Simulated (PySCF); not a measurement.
C5H6F2.
Bonds: F1–C2, C2–C3, C3–C4 (double), C4–F5, C4–C6, C6–C7, C3–C7. Hydrogens: H8, H9 on C2; H10, H11 on C6; H12, H13 on C7.

Jobs on this species (13 atoms, 54 electrons) with PySCF (density fitting). Hardware of each: an Arm Neoverse V1 with one thread (shared host). The host was shared with other jobs, so the times are rough. Peak memory is the resident size of the whole Python process, interpreter and libraries included.

```
 level and settings                                                                           work  basis functions  SCF cycles  wall time  peak memory
        PBE0/6-31G*             10 singlets by full TDDFT, 4 Tamm–Dancoff triplets, polarisability              110           ?          ?            ?
  mPW1PW91/pcSseg-1                                             shieldings, ring-centre shieldings              149           ?          ?            ?
      LDA/def2-SVPD  10 singlets by full TDDFT, 4 Tamm–Dancoff triplets, polarisability, ΔSCF ions              194           ?          ?            ?
      OPBE/pcSseg-1                                             shieldings, ring-centre shieldings              149          15       20 s     0.83 GiB
      PBE/def2-SVPD  10 singlets by full TDDFT, 4 Tamm–Dancoff triplets, polarisability, ΔSCF ions              194          14       56 s     0.65 GiB
       HF/def2-SVPD        10 singlets by TDHF, 4 Tamm–Dancoff triplets, polarisability, ΔSCF ions              194          11       16 s     0.73 GiB
       PBE0/6-31+G*             10 singlets by full TDDFT, 4 Tamm–Dancoff triplets, polarisability              138          14       18 s     0.71 GiB
        PBE0/6-31G*                shieldings, ring-centre shieldings, charges and field gradients              110          14      9.3 s     0.63 GiB
BHandHLYP/def2-SVPD  10 singlets by full TDDFT, 4 Tamm–Dancoff triplets, polarisability, ΔSCF ions              194          12       48 s     0.83 GiB
```

Q: Fill in the missing figures.

A: 
- PBE0/6-31G*; 10 singlets by full TDDFT, 4 Tamm–Dancoff triplets, polarisability: 13 s, 0.63 GiB, 14 SCF cycles
- mPW1PW91/pcSseg-1; shieldings, ring-centre shieldings: 12 s, 0.85 GiB, 14 SCF cycles
- LDA/def2-SVPD; 10 singlets by full TDDFT, 4 Tamm–Dancoff triplets, polarisability, ΔSCF ions: 93 s, 0.57 GiB, 14 SCF cycles

Q: What do all jobs in the table cost together?

A: About 4.8 min; the longest takes about 33 % of that, and about 10 times as long as the shortest.
